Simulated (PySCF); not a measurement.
# Electron correlation in Cd+ (cadmium, charge +1)

[Kr] 4d10 5s1, 2S determinant. Computed with PySCF 2.14 in def2-SVP with the def2 core potential (28 electrons) (5s3p2d1f, 31 functions), with scalar relativity through the core potential. Frozen: 4s2 4p6; 11 electrons correlated.

MP2 pair energies summed by pair of shells (mhartree):

```
 pair   energy  share (%)
4d-4d  -212.07       89.3
4d-5s   -25.36       10.7
```

Total MP2 correlation energy: -237.44 mhartree.

Same-spin part -92.84 and opposite-spin part -144.60 mhartree; SCS-MP2 scales them by 1/3 and 6/5 to -204.47 mhartree.

```csv
level,correlation energy (mhartree)
CCSD,-229.24
(T),-2.91
CCSD(T),-232.15
```

Diagnostics: T1 = 0.0055, D1 = 0.0240, largest double amplitude 0.021.

Cost of the coupled-cluster step: 0.83 s of wall time on 1 thread of Neoverse-N1 (shared host), for 11 correlated electrons.
